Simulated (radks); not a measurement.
The numbers below are computed, except where a source is named.
Problem. These are the eigenvalues of the occupied orbitals of an atom or ion with whole-number occupations (hartree). Level of theory: scalar-relativistic Kohn-Sham, PBE, spin-polarised, spherical densities, finite nucleus; Fermi nuclear charge, rms radius of each element as measured or else 0.836 A^(1/3) + 0.57 fm (a radial shooting solver on a logarithmic mesh with Libxc functionals).

| orbital | eigenvalue |
|---|---|
| 1s down | -976.0824 |
| 1s up | -976.0824 |
| 2s up | -146.0474 |
| 2s down | -146.0394 |
| 2p up | -131.1863 |
| 2p down | -131.1801 |
| 3s up | -28.29832 |
| 3s down | -28.29441 |
| 3p up | -23.42322 |
| 3p down | -23.41872 |
| 3d up | -15.79454 |
| 3d down | -15.78741 |
| 4s up | -5.21197 |
| 4s down | -5.18197 |
| 4p up | -3.77309 |
| 4p down | -3.74243 |
| 4d up | -1.69808 |
| 4d down | -1.66871 |

Which element is it, and in what charge state? The configuration may be excited. Open shells, if any, are filled with parallel spins first.

Solution. Z = 48, cadmium, charge +3: Cd3+ in [Kr] 4d9. The list shows which subshells hold electrons but not how many an open one holds; the 1s level, -976.08 hartree, gives Z - s = 44.2 by -(Z - s)^2/2, which with screening and relativity narrows Z to a few neighbours, and the depths of the outer levels then fix element, charge and occupations together.
